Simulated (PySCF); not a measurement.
# Chromium: a sound run and one with changed settings

Sound run: Cr²⁺ [Ar] 3d4, Cr³⁺ [Ar] 3d3. Calculation: PySCF 2.14, in def2-SVP; no relativity, point nucleus. The sound run starts from symmetry-adapted Hartree-Fock orbitals and uses a fine grid where one is needed.

Changed run: initial guess 1e, at most 2 SCF cycles. This setting is unsound on purpose.

| species | method | sound run (hartree) | changed run (hartree) | converged |
| --- | --- | --- | --- | --- |
| Cr²⁺ | UHF | -1042.41987 | -1042.41966 | no |
| Cr²⁺ | M06-2X | -1043.38319 | -1043.38069 | no |
| Cr²⁺ | PBE | -1043.14988 | -1042.97243 | no |
| Cr³⁺ | UHF | -1041.28661 | -1041.28643 | no |
| Cr³⁺ | M06-2X | -1042.19700 | -1042.19700 | no |
| Cr³⁺ | PBE | -1041.94778 | -1041.94666 | no |

The SCF was stopped early; the energies are upper bounds that still move, and correlated levels were skipped or rest on poor orbitals.
